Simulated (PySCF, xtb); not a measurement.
W(O)2(F)2 anion (F2O2W), SMILES [O]=[W](=[O])([F])[F] (connectivity only; charge and spin as stated), charge -1, multiplicity 2.

Harmonic wavenumbers (cm⁻¹) from GFN2-xTB in xtb at its own minimum, in rising order: 77, 172, 205, 242, 260, 324, 380, 773, 797.

What does PySCF 2.14.0 with PBE-D3(BJ)/def2-SVPD give at its own minimum? (The exact figures need the calculation; the answer reports its results.)

60, 167, 200, 256, 301, 509, 564, 892, 932. Paired by order, the mean absolute difference is 78 cm⁻¹ and the zero-point energies are 4.6 and 5.5 kcal/mol.
